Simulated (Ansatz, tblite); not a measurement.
Removing and adding an electron: TiF₄. The state is a singlet with charge 0. Geometry: PBE-D4/def2-SVP. Ansatz, gas phase; energy differences of separate SCF runs; the oxidised species was run as a doublet alone; the reduced species was run as a doublet alone.

```xyz
5

Ti    0.000    0.000    0.000
F     0.300    1.055   -1.356
F    -0.938    0.849    1.200
F     1.520   -0.498    0.696
F    -0.881   -1.405   -0.540
```

The xTB rows come from tblite. HOMO above LUMO, or a gap near zero within one spin, warns that the state may not be the lowest or that an electron is smeared out.

| level | −HOMO (eV) | vertical IE (eV) | −LUMO (eV) | vertical EA (eV) | HOMO–LUMO gap (eV) | IE − EA (eV) | remarks |
| --- | --- | --- | --- | --- | --- | --- | --- |
| GFN1-xTB | 15.60 | 19.45 | 11.33 | 7.47 | 4.28 | 11.99 | – |
| GFN2-xTB | 14.77 | 18.31 | 9.47 | 5.48 | 5.30 | 12.83 | – |
| PBE-D4/def2-TZVPD | 10.45 | – | 4.10 | 0.12 | 6.35 | – | HOMO above zero (-1 doublet), gap within one spin near zero (-1 doublet) |
| r2SCAN-D4/def2-TZVPD | 10.95 | – | 4.07 | 0.18 | 6.88 | – | HOMO above zero (-1 doublet), gap within one spin near zero (-1 doublet) |

Q: Estimate the rows for PBE-D4/def2-TZVP, r2SCAN-D4/def2-TZVP, PBE0-D4/def2-TZVP, PBE0-D4/def2-TZVPD.

A: 
```csv
level,−HOMO (eV),vertical IE (eV),−LUMO (eV),vertical EA (eV),HOMO–LUMO gap (eV),IE − EA (eV),remarks
PBE-D4/def2-TZVP,10.44,14.00,4.10,–,6.34,–,gap within one spin near zero (+1 doublet)
r2SCAN-D4/def2-TZVP,10.97,14.39,4.11,–,6.86,–,–
PBE0-D4/def2-TZVP,12.53,14.96,3.22,–,9.32,–,–
PBE0-D4/def2-TZVPD,12.52,–,3.18,0.71,9.34,–,HOMO above zero (-1 doublet)
```

   A HOMO above zero means that the electron is unbound at that level or that self-interaction error raises the level; the energy of removing that electron tells which. Raw xTB energy differences between charge states are shifted by several eV; the methods need an empirical correction for them.
